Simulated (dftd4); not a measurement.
ClTe, doublet, at a GFN2-xTB geometry (the spin is typed, not shown lowest); D4 for hf run with dftd4.

Input for dftd4:
```
$ dftd4 mol.xyz --func hf --charge 0 --json dftd4.json --noedisp

# file mol.xyz
2

Te    -0.00000000    -0.00000000    -0.57307308
Cl     0.00000000     0.00000000     1.75292943
```

It wrote (shortened):

```
                    ____  _____ _____     ____  _  _
      -------------|  _ \|  ___|_   _|---|  _ \| || |------------
     |             | | | | |_    | | ___ | | | | || |_           |
     |             | |_| |  _|   | ||___|| |_| |__   _|          |
     |             |____/|_|     |_|     |____/   |_|            |
     |             ===================================           |
     |            E. Caldeweyher, S. Ehlert & S. Grimme          |
     |          Mulliken Center for Theoretical Chemistry        |
     |                    University of Bonn                     |
      -----------------------------------------------------------

Rational (Becke-Johnson) damping: hf-D4-ATM
---------------------
  s6         1.0000
  s8         1.6168
  s9         1.0000
  a1         0.4496
  a2         3.3574
 alp        16.0000
--------------------

Dispersion energy:      -5.3532936219192E-03 Eh

[Info] JSON dump of results written to 'dftd4.json'
```
